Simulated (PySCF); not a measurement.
Species: (F)3Sn-O-SiH3.
Bonds: Sn1–F2, Sn1–F3, Sn1–F4, Sn1–O5, O5–Si6. Hydrogens: H7, H8, H9 on Si6.

Theory: PySCF 2.14.0, PBE0-D3(BJ)/def2-SVP geometry optimisation, gas phase, def2 core potentials past Kr.

(1) List the bond lengths, angles and torsions at this level.

Results:

(1) 
| bond | length (Å) |
| --- | --- |
| Sn1–F2, Sn1–F3, Sn1–F4 | 1.908 |
| Sn1–O5 | 1.925 |
| O5–Si6 | 1.679 |
| Si6–H7, Si6–H8, Si6–H9 | 1.491 |

Bonds in one row agree within 0.01 Å and their mean is given. A selection of angles:
| angle | degrees |
| --- | --- |
| F2–Sn1–F3 | 107.8 |
| F2–Sn1–F4 | 108.6 |
| F2–Sn1–O5 | 110.9 |
| F4–Sn1–O5 | 110.2 |
| Sn1–O5–Si6 | 137.0 |
| O5–Si6–H7 | 106.7 |
| O5–Si6–H8 | 110.1 |
| H7–Si6–H8 | 110.4 |

Torsions: F2–Sn1–O5–Si6 47° (synclinal).

Si6 (silicon bonded to O and 3 H) is tetrahedral (angles from 106.7° to 110.4°). Sn1 (tin bonded to 3 F and O) is tetrahedral (angles from 107.0° to 112.2°).

Point group: near Cs, missed by 0.37 Å at most; the miss may be what the optimiser left on a soft mode. PBE0-D3(BJ)/def2-SVP frequencies: not computed here.
